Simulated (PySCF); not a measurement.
Radial density of Mo⁺ (molybdenum, charge +1)

UHF, [Kr] 4d5, high-spin 6S determinant. Computed with PySCF 2.14 in x2c-TZVPall (8s6p6d1f, 63 functions), with the spin-free X2C one-electron Hamiltonian (Gaussian nucleus).

| r (bohr) | 4πr²ρ (e/bohr) | 4πr²(ρα − ρβ) |
| --- | --- | --- |
| 0.0380 | 47.49 | -0.0060 |
| 0.0640 | 48.66 | -0.0043 |
| 0.108 | 65.75 | 0.0864 |
| 0.181 | 45.14 | 0.4230 |
| 0.305 | 48.66 | 0.5270 |
| 0.512 | 30.09 | -0.0073 |
| 0.862 | 11.16 | 1.2261 |
| 1.45 | 8.313 | 3.0721 |
| 2.44 | 1.712 | 1.3611 |
| 4.10 | 0.1355 | 0.1344 |
| 6.90 | 0.0007570 | 0.0007 |

Densities and radii are taken from the X2C orbitals without a picture-change correction, which distorts them close to the nucleus.

(1) Where is the radial spin density 4πr²(ρα − ρβ) most negative, and why is it negative at all?

Results:

(1) Around r = 0.512 bohr, down to -0.0073 e/bohr: exchange with the open shell polarises the paired shells in an unrestricted calculation.
